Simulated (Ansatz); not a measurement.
Reaction (redistribution): `CO[SiH](O)O` + `C[S][Ge][Cl]` → `CS[SiH](O)O` + `C[O][Ge][Cl]`

Isolated molecules relaxed with PBE0-D4/def2-TZVP in Ansatz; ΔE leaves out vibrations. CBS: MP2 limit from def2 TZ/QZ plus the TZ coupled-cluster correction, frozen cores. Functionals use def2-TZVPP. For Ge outer-core shells are correlated without core-valence functions, which leaves a few kJ/mol of doubt a bond. Scalar relativity is left out up to krypton. Each species was taken in one conformer, which may not be the lowest.

```json
{"level": "ωB97X-V", "ΔE (kJ/mol)": "47.9"}
{"level": "r2SCAN", "ΔE (kJ/mol)": "56.0"}
{"level": "HF/def2-TZVPP", "ΔE (kJ/mol)": "63.9"}
{"level": "CCSD(T)/def2-TZVPP", "ΔE (kJ/mol)": "56.1"}
```

What does CCSD(T)/CBS give? (Estimate.)

The calculation gave: +56.0 kJ/mol. The listed levels differ from it by -8.1, 0.0, 7.9, 0.1 kJ/mol.

Largest T1 diagnostic among the species: 0.015.

In def2-TZVPP, CCSD(T) changes the Hartree–Fock value by −7.8 kJ/mol (the triples alone add −0.9 kJ/mol) and MP2 by −9.8 kJ/mol. From PBE to PBE0 (25 % exact exchange), in def2-TZVPP and without D4, ΔE moves by +4.7 kJ/mol.
